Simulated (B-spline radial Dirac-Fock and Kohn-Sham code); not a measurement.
# Sb: computed levels beside tabulated edges

The computed values come from an atomic code on a B-spline grid: Dirac-Fock energy differences between relaxed states, corrected for Breit and QED terms. Correlation energy is missing from these numbers.

The run's input, task.json:

```json
{"items": [{
  "Z": 51,
  "q": 0,
  "cfg": [[1, 0, 2], [2, 0, 2], [2, 1, 6], [3, 0, 2], [3, 1, 6], [3, 2, 10], [4, 0, 2], [4, 1, 6], [4, 2, 10], [5, 0, 2], [5, 1, 3]],
  "A": 121,
  "rrms": 4.6802,
  "do": ["binding"],
  "screen": [5, 1]
}]}
```

Command: `python xray_run.py task.json out`

Two models are given for 1s2 2s2 2p6 3s2 3p6 3d10 4s2 4p6 4d10 5s2 5p3. In the first the electron is removed to infinity. In the second it is placed in the 5p shell, so that the atom stays neutral; this mimics a hole screened by valence charge, or the onset of absorption below the ionisation limit. The tabulated edges (Elam, Ravel and Sieber, Radiat. Phys. Chem. 63, 121 (2002)) refer to the element in its standard state, with the Fermi level as zero for a metal.

```csv
level,ionised (eV),screened (eV),tabulated (eV),ionised − table,screened − table
K (1s),30498.8,30489.9,30491.0,+7.8,-1.1
L1 (2s),4713.8,4704.9,4698.0,+15.8,+6.9
L2 (2p1/2),4390.4,4381.6,4380.0,+10.4,+1.6
L3 (2p3/2),4142.0,4133.1,4132.0,+10.0,+1.1
M1 (3s),956.4,947.5,940.0,+16.4,+7.5
M2 (3p1/2),824.0,815.2,812.7,+11.3,+2.5
M3 (3p3/2),777.2,768.3,766.4,+10.8,+1.9
M4 (3d3/2),545.9,537.0,537.5,+8.4,-0.5
M5 (3d5/2),536.5,527.6,528.2,+8.3,-0.6
N1 (4s),170.5,161.7,153.2,+17.3,+8.5
N4 (4d3/2),40.60,31.80,33.30,+7.3,-1.5
N5 (4d5/2),39.38,30.57,32.10,+7.3,-1.5
```

The screened model lies closer: the mean absolute deviations are 10.9 eV (ionised) and 2.9 eV (screened). Screening lowers the levels by 8.9 eV on average.
